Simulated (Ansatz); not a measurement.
Calculated with Ansatz (gas phase, PBE0-D4/def2-TZVP geometries, no zero-point term in ΔE). CCSD(T)/CBS adds triple-zeta CCSD(T) − MP2 to the extrapolated MP2 energy (def2 sets, frozen cores). This one scheme is used for every species, atoms too. DFT in def2-TZVPP. No spin–orbit coupling; open shells (•) take unrestricted orbitals. Spin–orbit coupling would lower the free atoms: a little for C, F, Si. Each species was taken in one conformer, which may not be the lowest.

Reaction (atomization): `N=C1N[Si]1(N)F` → C• + F• + 4 H• + 3 N• + Si•

| level | ΔE (eV) |
| --- | --- |
| PBE-D4 | 42.63 |
| r2SCANh-D4 | 40.49 |

(1) What does CCSD(T)/CBS give? (An estimate is asked.)

Largest T1 diagnostic among the species: 0.014.

Answers

(1) The calculation gave: +40.93 eV. The listed levels differ from it by 1.70, -0.44 eV.

At CCSD(T), def2-SVP lies −3.82 eV from the extrapolated value and def2-TZVPP −1.60 eV: correlation converges slowly with the basis, and small sets miss more of it in the bonded molecule than in its fragments. The D4 term adds +0.37 eV with B3LYP and +0.19 eV with PBE0; it sums over pairs of atoms, weighted by their polarisabilities, and B3LYP, whose exchange is more repulsive, gets the larger term. From BLYP to BHLYP (50 % exact exchange), in def2-TZVPP and without D4, ΔE moves by −2.28 eV: exact exchange takes away binding that semilocal exchange gives to molecules.

B3LYP here is the variant with VWN-RPA as its local correlation; programs differ in this.

For atomizations the MP2-based limit and the directly extrapolated one differ by several kJ/mol either way, and by 10 to 25 for some Ge, Se and Sn compounds, so smaller differences from it don't rank the levels.
